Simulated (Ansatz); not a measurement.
Molecule: C$_{3}$H$_{8}$FSi, net charge 0, doublet state. It need not be the lowest isomer of its formula. SMILES: [Si](C)(F)([CH2])C
Coordinates optimised at B3LYP-D3(BJ)/def2-TZVP (Ansatz, a first-principles code):
```
Si
F 1 1.6202
C 1 1.8439 2 108.39
H 3 1.0850 1 123.01 2 93.47
H 3 1.0851 4 114.07 1 178.59
C 1 1.8627 2 106.99 3 119.57
H 6 1.0920 1 110.98 2 58.55
H 6 1.0920 7 107.91 1 121.87
H 6 1.0925 7 107.98 8 116.42
C 1 1.8631 2 106.76 6 120.91
H 10 1.0921 1 111.01 2 61.69
H 10 1.0921 11 107.92 1 121.77
H 10 1.0924 11 107.91 12 116.49
```
Charge 0, spin multiplicity 2.

Atomisation energy built up term by term with Ansatz (kcal/mol; UHF references for open shells; valence terms freeze the core; atomic spin-orbit terms are left out). CBS(X,Y): correlation extrapolated as X^-3; Hartree-Fock from the larger set.

```csv
term,basis,kcal/mol
Hartree-Fock,cc-pV(Q+d)Z,919.70
CCSD correlation,"CBS(cc-pV(T+d)Z,cc-pV(Q+d)Z)",(withheld)
(T),"CBS(cc-pV(T+d)Z,cc-pV(Q+d)Z)",(withheld)
core correlation,cc-pwCVTZ,3.52
scalar relativity (X2C),cc-pVTZ-DK against cc-pVTZ,-1.50
sum: De,,(withheld)
```

### Question
Fill in the missing entries.

### Answer

- CCSD correlation, kcal/mol: 259.46
- (T), kcal/mol: 14.08
- sum: De, kcal/mol: 1195.3
